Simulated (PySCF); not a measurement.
PySCF input (TPSSh/def2-TZVPD):

```python
from pyscf import gto, scf, dft

mol = gto.M(
    atom='''
    B     0.24454535   -0.52683718    0.06224231
    Cl   -0.23552032    1.31956228   -0.23972029
    N     1.49416912   -0.93194273   -0.24027199
    N    -0.93335844   -1.19481569    0.64533443
    H     1.64199446   -1.92166954   -0.04501064
    H    -0.95278310   -2.19846509    0.53688278
    H    -1.83376751   -0.79092928    0.43672423
    ''',
    basis='def2-tzvpd',
    charge=-1,
    spin=0,
    verbose=4,
)

mf = dft.RKS(mol, xc='tpssh').density_fit(auxbasis='def2-universal-jkfit')
mf.grids.level = 3
mf.conv_tol = 1e-9
mf.max_cycle = 100
mf.max_memory = 1500
mf.kernel()
if not mf.converged:
    mf = mf.newton()
    mf.kernel(mf.make_rdm1())
mf.analyze()
```

Output:

```
PySCF version 2.14.0

[INPUT] verbose = 4
[INPUT] num. atoms = 7
[INPUT] num. electrons = 40
[INPUT] charge = -1
[INPUT] spin (= nelec alpha-beta = 2S) = 0
[INPUT] symmetry False subgroup None
[INPUT] Mole.unit = angstrom
[INPUT] Symbol           X                Y                Z      unit          X                Y                Z       unit  Magmom
[INPUT]  1 B      0.244545350000  -0.526837180000   0.062242310000 AA    0.462123736536  -0.995577982438   0.117620919260 Bohr   0.0
[INPUT]  2 Cl    -0.235520320000   1.319562280000  -0.239720290000 AA   -0.445068901570   2.493611313507  -0.453005694601 Bohr   0.0
[INPUT]  3 N      1.494169120000  -0.931942730000  -0.240271990000 AA    2.823570420582  -1.761116523479  -0.454048256504 Bohr   0.0
[INPUT]  4 N     -0.933358440000  -1.194815690000   0.645334430000 AA   -1.763791827651  -2.257874423433   1.219505331452 Bohr   0.0
[INPUT]  5 H      1.641994460000  -1.921669540000  -0.045010640000 AA    3.102919827453  -3.631429132519  -0.085057782291 Bohr   0.0
[INPUT]  6 H     -0.952783100000  -2.198465090000   0.536882780000 AA   -1.800499115114  -4.154496914517   1.014561415195 Bohr   0.0
[INPUT]  7 H     -1.833767510000  -0.790929280000   0.436724230000 AA   -3.465318370026  -1.494639723099   0.825289186662 Bohr   0.0

nuclear repulsion = 131.938253661415
number of shells = 70
number of NR pGTOs = 261
number of NR cGTOs = 184
basis = def2-tzvpd
ecp = {}

******** <class 'pyscf.df.df_jk.DFRKS'> ********
method = DFRKS
initial guess = minao
damping factor = 0
level_shift factor = 0
DIIS = <class 'pyscf.scf.diis.CDIIS'>
diis_start_cycle = 1
diis_space = 8
diis_damp = 0
SCF conv_tol = 1e-09
SCF conv_tol_grad = None
SCF max_cycles = 100
direct_scf = False
XC library pyscf.dft.libxc version 7.1.2
    S. Lehtola, C. Steigemann, M. J. T. Oliveira, and M. A. L. Marques,  SoftwareX 7, 1–5 (2018)
XC functionals = tpssh
    V. N. Staroverov, G. E. Scuseria, J. Tao, and J. P. Perdew,  J. Chem. Phys. 119, 12129 (2003)
radial grids:
    Treutler-Ahlrichs [JCP 102, 346 (1995); DOI:10.1063/1.469408] (M4) radial grids

becke partition: Becke, JCP 88, 2547 (1988); DOI:10.1063/1.454033
pruning grids: <function nwchem_prune>
grids dens level: 3
symmetrized grids: False
atomic radii adjust function: <function treutler_atomic_radii_adjust>
small_rho_cutoff = 0
Set gradient conv threshold to 3.16228e-05
Initial guess from minao.
tot grids = 90160
******** <class 'pyscf.df.df.DF'> ********
auxbasis = def2-universal-jkfit
init E= -596.669347970898
  HOMO = -0.303778027507825  LUMO = -0.0303347651067921  gap/eV = 7.44077
cycle= 1 E= -596.412178220569  delta_E= 0.257  |g|= 0.794  |ddm|=    2
  HOMO = 0.151982119036607  LUMO = 0.155014299081572  gap/eV = 0.08251
[...]
cycle= 12 E= -596.576981056894  delta_E= -1.4e-10  |g|= 4.3e-06  |ddm|= 2.42e-05
  HOMO = -0.00829920185030356  LUMO = 0.122907865664705  gap/eV = 3.57033
Extra cycle  E= -596.576981056887  delta_E= 7.39e-12  |g|= 6.66e-06  |ddm|= 2.3e-05
converged SCF energy = -596.576981056887
**** SCF Summaries ****
Total Energy =                        -596.576981056887007
Nuclear Repulsion Energy =             131.938253661415047
One-electron Energy =                -1090.579532786860000
Two-electron Energy =                  362.064298068557889
Two-electron Coulomb Energy =          409.625833880838911
DFT Exchange-Correlation Energy =      -47.561535812281022
HOMO-LUMO gap [eV] =                     3.570326162703094
**** MO energy ****
MO #1   energy= -101.149291232805  occ= 2
MO #2   energy= -14.0515671539666  occ= 2
MO #3   energy= -13.9673949008368  occ= 2
MO #4   energy= -9.15187599275007  occ= 2
MO #5   energy= -6.89655178644251  occ= 2
MO #6   energy= -6.89242850292329  occ= 2
MO #7   energy= -6.89195957919459  occ= 2
MO #8   energy= -6.50268756403168  occ= 2
MO #9   energy= -0.658309839346678 occ= 2
MO #10  energy= -0.577256409422708 occ= 2
MO #11  energy= -0.548390817450104 occ= 2
MO #12  energy= -0.297783543860554 occ= 2
MO #13  energy= -0.275281792318068 occ= 2
MO #14  energy= -0.220218613342688 occ= 2
MO #15  energy= -0.143037221031684 occ= 2
MO #16  energy= -0.128568185076622 occ= 2
MO #17  energy= -0.0945275737350729 occ= 2
MO #18  energy= -0.0821460253664141 occ= 2
MO #19  energy= -0.0281406315701019 occ= 2
MO #20  energy= -0.00829920185030356 occ= 2
MO #21  energy= 0.122907865664705  occ= 0
MO #22  energy= 0.152758207636129  occ= 0
MO #23  energy= 0.167534429078288  occ= 0
MO #24  energy= 0.173640229860746  occ= 0
MO #25  energy= 0.192927730464098  occ= 0
MO #26  energy= 0.196947619305196  occ= 0
MO #27  energy= 0.232430936474969  occ= 0
MO #28  energy= 0.249503709828439  occ= 0
MO #29  energy= 0.257928447210602  occ= 0
MO #30  energy= 0.264600513157602  occ= 0
MO #31  energy= 0.275372591219093  occ= 0
MO #32  energy= 0.280466927359775  occ= 0
MO #33  energy= 0.293623726190983  occ= 0
MO #34  energy= 0.306760745260425  occ= 0
MO #35  energy= 0.330803420099665  occ= 0
MO #36  energy= 0.334480010203778  occ= 0
MO #37  energy= 0.339943875249076  occ= 0
MO #38  energy= 0.347764458250126  occ= 0
MO #39  energy= 0.354418671012327  occ= 0
MO #40  energy= 0.380880992043324  occ= 0
MO #41  energy= 0.386429597385722  occ= 0
MO #42  energy= 0.392250732398044  occ= 0
MO #43  energy= 0.401412201710163  occ= 0
MO #44  energy= 0.418321186975122  occ= 0
MO #45  energy= 0.420367678504096  occ= 0
MO #46  energy= 0.426916725916147  occ= 0
MO #47  energy= 0.42782983392876   occ= 0
MO #48  energy= 0.432694694687776  occ= 0
MO #49  energy= 0.448620321576059  occ= 0
MO #50  energy= 0.45261341990527   occ= 0
MO #51  energy= 0.470585457869493  occ= 0
MO #52  energy= 0.485971271593705  occ= 0
MO #53  energy= 0.491266718552217  occ= 0
MO #54  energy= 0.514767908498422  occ= 0
MO #55  energy= 0.545592991949114  occ= 0
MO #56  energy= 0.561234572736888  occ= 0
MO #57  energy= 0.569875724958094  occ= 0
MO #58  energy= 0.597131194829803  occ= 0
MO #59  energy= 0.609478948323496  occ= 0
MO #60  energy= 0.626241285971438  occ= 0
MO #61  energy= 0.634613415853013  occ= 0
MO #62  energy= 0.643992301578861  occ= 0
MO #63  energy= 0.679542500350564  occ= 0
MO #64  energy= 0.693163045573478  occ= 0
MO #65  energy= 0.708161050882655  occ= 0
MO #66  energy= 0.726186753443244  occ= 0
MO #67  energy= 0.738505471008927  occ= 0
MO #68  energy= 0.746917571288275  occ= 0
MO #69  energy= 0.776366260637644  occ= 0
MO #70  energy= 0.780533737680648  occ= 0
MO #71  energy= 0.793987224456403  occ= 0
MO #72  energy= 0.798659416932417  occ= 0
MO #73  energy= 0.814195584379318  occ= 0
MO #74  energy= 0.81945382654423   occ= 0
MO #75  energy= 0.844580719078445  occ= 0
MO #76  energy= 0.845380667373799  occ= 0
MO #77  energy= 0.862379617859768  occ= 0
MO #78  energy= 0.870732041263463  occ= 0
MO #79  energy= 0.892411200588127  occ= 0
MO #80  energy= 0.901979654306257  occ= 0
MO #81  energy= 0.947778899212474  occ= 0
MO #82  energy= 0.974642947609717  occ= 0
MO #83  energy= 0.997732648581158  occ= 0
MO #84  energy= 1.00947927716931   occ= 0
MO #85  energy= 1.02055395443757   occ= 0
MO #86  energy= 1.0522904639355    occ= 0
MO #87  energy= 1.10247963559803   occ= 0
MO #88  energy= 1.11971431107403   occ= 0
MO #89  energy= 1.13415055359223   occ= 0
MO #90  energy= 1.30344132058408   occ= 0
MO #91  energy= 1.32659013707179   occ= 0
MO #92  energy= 1.36801488495539   occ= 0
MO #93  energy= 1.38564170397548   occ= 0
MO #94  energy= 1.49124630580497   occ= 0
MO #95  energy= 1.51556251150604   occ= 0
MO #96  energy= 1.53173901430927   occ= 0
MO #97  energy= 1.5563405294617    occ= 0
MO #98  energy= 1.59999242296039   occ= 0
MO #99  energy= 1.60919799676425   occ= 0
MO #100 energy= 1.65248066033528   occ= 0
MO #101 energy= 1.71581528406331   occ= 0
MO #102 energy= 1.75688039214466   occ= 0
MO #103 energy= 1.76173556598195   occ= 0
MO #104 energy= 1.81622304132582   occ= 0
MO #105 energy= 1.86218708268229   occ= 0
MO #106 energy= 1.940673536844     occ= 0
MO #107 energy= 1.97305364501749   occ= 0
[...]
```

It need not be the lowest isomer of its formula. Whether it binds its extra electron was not tested at this geometry.
